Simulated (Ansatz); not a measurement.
Geometry optimisation, RKS PBE-D4/def2-SVP (Ansatz 0.2.0).

Input file:

```yaml
crystal:
  periodic: [false, false, false]
  atoms:
    - { symbol: B, position_ang: [-0.134264, -0.199118, 0.015884] }
    - { symbol: O, position_ang: [-0.05045, -0.641248, 1.333421] }
    - { symbol: H, position_ang: [-0.921189, -0.784267, 1.73842] }
    - { symbol: "N", position_ang: [1.155268, 0.214059, -0.506046] }
    - { symbol: H, position_ang: [1.987868, -0.243997, -0.131368] }
    - { symbol: H, position_ang: [1.274673, 0.520287, -1.470554] }
    - { symbol: "N", position_ang: [-1.326622, -0.134503, -0.756642] }
    - { symbol: H, position_ang: [-2.246001, -0.102604, -0.317936] }
    - { symbol: H, position_ang: [-1.333752, 0.269958, -1.691809] }
    - { symbol: F, position_ang: [0.136017, 2.039193, 1.167657] }
    - { symbol: H, position_ang: [0.672051, 1.38444, 0.747071] }
basis:
  gaussian: { orbitals: def2-SVP }
hamiltonian:
  xc: pbe
  dispersion: d4
relax:
  f_tol: 0.03
  max_steps: 50
output:
  orbitals: {}
```

Run as:

```bash
$ ansatz run input.yaml --threads 2 --pin off --max-ram 3072MiB --backend cpu --events-out ev --progress --plain --runs-dir out
```

Task: Where does it end, and by what steps?

Result: It converged. After 9 steps the energy has fallen by 0.247 eV; F10 moved furthest, 0.51 Å.

```
step  energy less start (eV)  largest force component (eV/Å)  accepted
   0                  0.0000                           0.816       yes
   1                 -0.1540                           0.374       yes
   2                 -0.2089                           0.291       yes
   3                 -0.1658                           1.177        no
   4                 -0.2359                           0.173       yes
   5                 -0.2436                           0.115       yes
   6                 -0.2261                           0.581        no
   7                 -0.2465                           0.041       yes
   8                 -0.2450                           0.137        no
   9                 -0.2474                           0.022       yes
```

```xyz
11
Properties=species:S:1:pos:R:3
B -0.160 -0.294 0.081
O -0.121 -0.996 1.269
H -1.004 -1.206 1.616
N 1.126 0.249 -0.358
H 1.951 -0.185 0.066
H 1.271 0.404 -1.358
N -1.332 -0.087 -0.697
H -2.264 -0.287 -0.337
H -1.354 0.599 -1.452
F 0.326 2.423 0.885
H 0.773 1.703 0.414
```

Whether the end is a true minimum wasn't checked by a vibrational analysis.

Run time: 18 s on 2 threads of Arm Neoverse V2, on a shared host, peak memory 0.15 GiB.
